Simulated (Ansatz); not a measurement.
`BBC[SiH3]` + H₂ → `BBC` + SiH₄ at 700 K and 1 bar (hydrogenolysis of a C–Si bond).

Computed with Ansatz on PBE0-D4/def2-TZVP structures; ΔE is electronic, products minus reactants. CCSD(T)/CBS adds triple-zeta CCSD(T) − MP2 to the extrapolated MP2 energy (def2 sets, frozen cores). This one scheme is used for every species. One conformer a species, not always the lowest.

```csv
species,CCSD(T)/CBS energy (Eh),H − E (kJ/mol),S (J/(mol·K))
`BBC[SiH3]`,-381.48606,304.4,470.3
H₂,-1.17544,46.8,155.3
`BBC`,-91.20122,237.7,381.9
SiH₄,-291.46306,115.5,252.9
```

H − E and S are ideal-gas, rigid-rotor, harmonic terms from PBE0-D4/def2-TZVP, for one conformer and one mirror image of each species. The MP2-based limit puts H₂ 0.8 mEh under its directly extrapolated value; such offsets cancel only in part. 1 Eh = 2625.50 kJ/mol, R = 8.31446 J/(mol·K).

By hand: ΔE, ΔH, ΔS and ΔG.

ΔE = (-91.20122) + (-291.46306) − (-381.48606) − (-1.17544) = -0.00278 Eh = -7.3 kJ/mol. Δ(H − E) = 237.7 + 115.5 − 304.4 − 46.8 = 2.0, so ΔH = -5.3 kJ/mol. ΔS = 381.9 + 252.9 − 470.3 − 155.3 = 9.2 J/(mol·K). ΔG = -5.3 − 700 × (9.2)/1000 = -11.7 kJ/mol.

By hand: the equilibrium constant, and the temperature at which ΔG would vanish if ΔH and ΔS stayed fixed.

log₁₀ K = −ΔG/(RT ln 10) = 0.9. ΔH and −TΔS have one sign here, so there is no such temperature. One of them is within its doubt of zero, so this could turn.

TΔS isn't small against ΔH here. A doubt of 5 kJ/mol in ΔE shifts log₁₀ K by 0.4 here. Other conformers and mirror images would add mixing entropy, several J/(mol·K) or more a flexible species. Modes under 60 cm⁻¹, often nearly free rotors, make the harmonic entropy too high. These are equilibria of isolated gas molecules and say nothing of rates. Largest T1 diagnostic: 0.012 (customary marks: 0.02 for closed shells, 0.045 for open ones).
